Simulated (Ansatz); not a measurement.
Total energies of Ge(NCO)4 (GeC₄N₄O₄) from Ansatz at PBE-D4/def2-TZVP, gas phase (1 Eh = 27.2114 eV = 2625.5 kJ/mol). The reference geometry is relaxed at PBE-D4/def2-SVP.

Cartesian coordinates in Å:
```
Ge -0.056 -0.023 -0.100
N 1.352 1.095 -0.312
C 1.653 2.279 -0.329
O 2.032 3.393 -0.359
N -1.390 0.495 -1.203
C -2.604 0.442 -1.338
O -3.761 0.443 -1.546
N -0.677 0.017 1.603
C -0.418 -0.383 2.729
O -0.246 -0.724 3.841
N 0.478 -1.703 -0.502
C 1.399 -2.326 -1.008
O 2.239 -3.004 -1.476
```

| state | geometry | energy (Eh) |
| --- | --- | --- |
| charge 0 singlet | reference | -2748.73744 |
| charge 1 doublet | reference | -2748.36578 |
| free Ge atom (triplet) | – | -2076.60177 |
| free N atom (quartet) | – | -54.53214 |
| free C atom (triplet) | – | -37.79597 |
| free O atom (triplet) | – | -75.00967 |

**Question.** Work out the vertical ionisation energy to the doublet.

**Answer.** E(charge 1 doublet) − E(charge 0 singlet) = -2748.36578 − (-2748.73744) = 0.37166 Eh = 10.11 eV. For comparison, −ε of the highest occupied level is 7.83 eV at this level, 2.28 eV less.

**Question.** What is the binding energy per atom against free atoms?

**Answer.** Atoms: 1 × (-2076.60177) + 4 × (-54.53214) + 4 × (-37.79597) + 4 × (-75.00967) = -2745.95289 Eh. Binding: -2745.95289 − (-2748.73744) = 2.78455 Eh = 75.77 eV, or 5.83 eV for each of 13 atoms (no zero-point energy, no counterpoise term).

At PBE-D4/def2-TZVP the gap within one spin of the charge 1 doublet nearly closes, so an electron or hole may be smeared out by delocalisation error.
